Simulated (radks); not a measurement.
Results of a calculation; reference values are marked as such.
Coherent X-ray form factor from a spherical all-electron density. Code: a radial shooting solver on a logarithmic mesh with Libxc functionals. Model: Dirac Kohn-Sham, BLYP, spin-unpolarised, spherical densities, point nucleus.

| sin(theta)/lambda (1/angstrom) | f0 (electrons) |
|---|---|
| 0.05 | 26.802 |
| 0.1 | 26.225 |
| 0.15 | 25.314 |
| 0.2 | 24.135 |
| 0.25 | 22.764 |
| 0.3 | 21.279 |
| 0.4 | 18.237 |
| 0.5 | 15.415 |
| 0.6 | 13.023 |
| 0.8 | 9.647 |
| 1 | 7.737 |
| 1.25 | 6.450 |
| 1.5 | 5.628 |
| 2 | 4.257 |

The species is in the configuration that NIST lists as its ground one. Which atom or ion scatters so?

Answer. The gallium ion Ga4+, [Ar] 3d9. Extrapolating in s^2 from the first two rows gives f0(0) = 27.0, near the electron count 27; among species with that count, the fall with angle is slower the higher Z, and the table is that of Z = 31; from so few rows the species is fixed only to a neighbour or two.
